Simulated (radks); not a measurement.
Task: These are the eigenvalues of the occupied orbitals of an atom or ion with whole-number occupations (hartree). All-electron calculation, scalar-relativistic Kohn-Sham, r2SCAN, spin-polarised, spherical densities, finite nucleus; meta-GGA in the generalised Kohn-Sham scheme; Fermi nuclear charge, rms radius of each element as measured or else 0.836 A^(1/3) + 0.57 fm. Program: a radial shooting solver on a logarithmic mesh with Libxc functionals.

orbital  eigenvalue
1s        -91.18921
2s        -10.14320
2p         -8.04485
3s         -2.43116

Which element is it, and in what charge state? The configuration may be excited. Open shells, if any, are filled with parallel spins first.

Result: Z = 16, sulfur, charge +4: S4+ in [Ne] 3s2. The list shows which subshells hold electrons but not how many an open one holds; the 1s level, -91.189 hartree, gives Z - s = 13.5 by -(Z - s)^2/2, which with screening and relativity narrows Z to a few neighbours, and the depths of the outer levels then fix element, charge and occupations together.
